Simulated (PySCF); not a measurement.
# Computed data sheet: `[CH2+][C](CC)CO[SiH3]` [radical]

C5H12OSi (charge +1 and doublet state).
Atom-mapped SMILES: `[CH2+:1][C:2]([CH2:3][CH3:4])[CH2:5][O:6][SiH3:7]` (hydrogens: H8, H9 on C1; H10, H11 on C3; H12, H13, H14 on C4; H15, H16 on C5; H17, H18, H19 on Si7)

GFN2-xTB geometry:

| Item | Value |
| --- | --- |
| Point group of the GFN2-xTB geometry | Cs |
| Rotational constants A, B, C of the GFN2-xTB geometry | 4.421, 0.986, 0.826 GHz |

UKS B3LYP, pcH-1 on C H O Si, non-relativistic, mean-field spin-orbit, GIAO (PySCF):

| Quantity | Value |
| --- | --- |
| Isotropic g value | 2.00488 |
| Principal g values | 2.00216, 2.00408, 2.00839 |
| Spin squared ⟨S²⟩ | 0.755 |
| Largest Mulliken spin population | 0.51 on C1 |
| Largest isotropic hyperfine couplings (means over sets of like nuclei) | 1H +179.6 (H15/H16), 1H +73.2 (H10/H11), 1H +40.2 (H17/H18/H19), 1H -32.9 (H9), 13C +32.8 (C1) MHz |

Monoisotopic mass of the ion (most abundant isotopes, electron mass counted): 116.0652 u.

The rotational constants make it an asymmetric top with κ = (2B − A − C)/(A − C) = -0.91, nearer the prolate limit (−1). With B = h/(8π²I), that is 505.379 GHz u Å² over I, the principal moments of inertia are 114.3, 512.4 and 611.6 u Å² (most abundant isotopes). At 9.50 GHz, hν = g·μB·B₀ (B₀ the magnetic field) puts the centre of the isotropic spectrum, to first order, at 338.6 mT. g_iso is shifted by about +2560 ppm from the free-electron value 2.002319; the principal values span 0.0062.

The structure is a single GFN2-xTB conformer in the gas phase; no vibrational or solvent corrections. Hyperfine couplings depend on the geometry, which wasn't re-optimised at a DFT level. The unpaired spin is shared among atoms: the largest Mulliken spin population is 0.51. Couplings of like nuclei are plain means over topologically equivalent atoms, as if these changed places fast (by rotation of a methyl-like group, say); in this geometry the members of some sets differ.

For the EPR job (B3LYP), the run took 91 s wall (grids of density and orbitals included) on Arm Neoverse V2, one thread (shared host), and the process peaked at 0.97 GiB of memory.

The values belong to the conformer `[CH2+:1][C:2]([CH2:3][CH3:4])[CH2:5][O:6][SiH3:7]`: C1–C2–C3–C4 1°, C1–C2–C5–O6 180°, C2–C5–O6–Si7 180°.
